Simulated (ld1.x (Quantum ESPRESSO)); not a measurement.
cerium (Ce) PAW: all-electron and pseudo phase curves

Ce (Z = 58), PAW, made with ld1.x (Quantum ESPRESSO) 7.5 (Wu–Cohen, fully relativistic). Core [Kr] 4d10, reference 4f1 5s2 5p6 5d1 6s1.5 6p0 (charge +0.5). Waves: 5s (bound): rcut 2.00, rcutus 2.70 bohr; 6s (bound): rcut 2.00, rcutus 2.70 bohr; 5p (bound): rcut 2.60, rcutus 2.75 bohr; 6p (bound, empty): rcut 2.60, rcutus 2.75 bohr; 5d (bound): rcut 2.55, rcutus 3.00 bohr; 5d channel at 2.85 Ry: rcut 2.55, rcutus 3.00 bohr; 4f (bound): rcut 1.50, rcutus 1.60 bohr; 4f channel at -0.1 Ry: rcut 1.50, rcutus 1.60 bohr. Local part: all-electron potential smoothed inside 1.75 bohr (lloc = -1). Core correction: Bessel-smoothed model core inside 1.00 bohr. Augmentation charge: PSQ, inside the norm-conserving radii.

Open shells are filled in proportion to 2j + 1 (rel_dist='average').

The phase is arctan(r·u′/u) with u = r·R(r), unwrapped; energies in Ry, scanned from -5 to 5 Ry. A pole is an energy at which the radial function vanishes at the test radius. The pseudo phase is shifted by a multiple of π to meet the all-electron one at the reference energy, and phase errors are pseudo minus all-electron; the curves can meet again beyond the range given. Levels narrower than the energy grid can be missing from the lists of poles.

**Question.** For each channel, where are the poles, and over which energies does the pseudopotential scatter like the atom?

**Answer.**

```tsv
channel	radius (bohr)	reference energy (Ry)	poles, all-electron	poles, pseudo	unbroken range about the reference energy with phases within 0.05 rad	phase error 1 Ry above the reference energy (rad)
s	3.27	-0.45	-3.15, 1.76	-3.15, -0.25, 1.92	below -0.3	-3.125
p1/2	3.27	-0.26	-1.95, 2.65	-1.95, 2.21	below 0.5	-0.051
p3/2	3.27	-0.24	-1.72, 2.90	-1.72, 2.48	below 0.7	-0.051
d3/2	3.27	-0.43	0.13, 4.69	0.13, 4.51	the whole range	-0.004
d5/2	3.27	-0.41	0.17, 4.76	0.17, 4.55	the whole range	-0.004
f5/2	3.27	-0.62	-0.59, 2.49	-0.59, 2.49	the whole range	-0.000
f7/2	3.27	-0.59	-0.56, 2.50	-0.56, 2.51	below 4.5	+0.000
```

The ghost test of this file was not conclusive.

Phases in the f5/2 channel:

| E (Ry) | all-electron | pseudo |
| --- | --- | --- |
| -5.00 | 1.437 | 1.437 |
| -4.48 | 1.430 | 1.430 |
| -3.96 | 1.421 | 1.421 |
| -3.44 | 1.411 | 1.411 |
| -2.92 | 1.398 | 1.398 |
| -2.40 | 1.382 | 1.382 |
| -1.88 | 1.359 | 1.359 |
| -1.36 | 1.324 | 1.324 |
| -0.84 | 1.230 | 1.230 |
| -0.32 | -1.854 | -1.854 |
| 0.20 | -2.028 | -2.028 |
| 0.72 | -2.550 | -2.550 |
| 1.24 | -4.057 | -4.058 |
| 1.76 | -4.524 | -4.525 |
| 2.28 | -4.673 | -4.673 |
| 2.80 | -4.762 | -4.762 |
| 3.32 | -4.846 | -4.846 |
| 3.84 | -4.979 | -4.980 |
| 4.36 | -5.424 | -5.422 |
| 4.88 | -7.154 | -7.145 |
